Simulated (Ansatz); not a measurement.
`C=C[SiH2][SiH3]` → 2 C• + 8 H• + 2 Si•  (atomization)

Gas-phase electronic energies from Ansatz, PBE0-D4/def2-TZVP geometries. CBS: MP2 limit from def2 TZ/QZ plus the TZ coupled-cluster correction, frozen cores. This one scheme is used for every species, atoms too. Functionals use def2-TZVPP. B3LYP here is the variant with VWN-RPA as its local correlation; programs differ in this. No spin–orbit coupling; open shells (•) take unrestricted orbitals. Spin–orbit coupling would lower the free atoms: a little for C, Si. One conformer a species, not always the lowest.

**Question.** What is ΔE at CCSD(T)/CBS? (An estimate is asked.)

**Answer.** The calculation gave: +984.8 kcal/mol.

**Question.** What do these levels give: revPBE-D4, r2SCAN-D4, PBE0, B3LYP, HF/def2-TZVPP, SCS-MP2/def2-QZVPP? (An estimate is asked.)

**Answer.** Computed: revPBE-D4 972.5, r2SCAN-D4 985.1, PBE0 976.4, B3LYP 976.5, HF/def2-TZVPP 750.5, SCS-MP2/def2-QZVPP 982.4 kcal/mol.

**Question.** What do rigid-rotor, harmonic-oscillator terms from PBE0-D4/def2-TZVP frequencies (298.15 K, 1 bar) make of the CCSD(T)/CBS value? (Best estimate.)

**Answer.** The calculation gave: ΔZPE = -52.7 kcal/mol, ΔH = +944.7 kcal/mol, ΔS = 1221 J/(mol·K), ΔG = +857.7 kcal/mol. Open shells count their whole term as degenerate.

Largest T1 diagnostic among the species: 0.013.

At CCSD(T), def2-SVP lies −52.1 kcal/mol from the extrapolated value and def2-TZVPP −22.8 kcal/mol: correlation converges slowly with the basis, and small sets miss more of it in the bonded molecule than in its fragments. The D4 term adds +9.4 kcal/mol with B3LYP and +5.0 kcal/mol with PBE0; it sums over pairs of atoms, weighted by their polarisabilities, and B3LYP, whose exchange is more repulsive, gets the larger term.

For atomizations the MP2-based limit and the directly extrapolated one differ by several kJ/mol either way, and by 10 to 25 for some Ge, Se and Sn compounds, so smaller differences from it don't rank the levels.
